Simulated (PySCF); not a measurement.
Ge(H)2(PH2)2 (GeH6P2), SMILES [PH2][GeH2][PH2]. Atoms are numbered in the order given.

```xyz
9

Ge     0.0000     0.0000     0.6345
P      2.0109     0.0005    -0.5836
P     -2.0109    -0.0005    -0.5836
H      0.0008    -1.2583     1.5471
H     -0.0008     1.2583     1.5471
H      1.5553     1.0372    -1.4763
H      1.5590    -1.0441    -1.4689
H     -1.5553    -1.0372    -1.4763
H     -1.5590     1.0441    -1.4689
```
Charge 0, spin multiplicity 1.

Coordinates come from a PBE-D3(BJ)/def2-SVP optimisation. The structure was generated by enumeration, and PubChem lists no compound with its InChIKey, so it may never have been made. The values are those of a single conformer.

Level of theory: PBE0/def2-TZVPD (PySCF).

Symmetry labels are those of the subgroup C2 that the program uses (full group C2).

Task: List the valence orbital energies around the gap with their symmetry. (Estimate from the structure and the level; the computed values follow.)

Result: 
```tsv
orbital	symmetry	energy (eV)
HOMO−7	A	-14.50
HOMO−6	B	-11.25
HOMO−5	A	-10.73
HOMO−4	B	-9.61
HOMO−3	B	-9.48
HOMO−2	A	-8.74
HOMO−1	A	-8.63
HOMO	B	-7.09
LUMO	A	-0.78
LUMO+1	A	-0.07
LUMO+2	B	0.22
LUMO+3	B	0.23
```
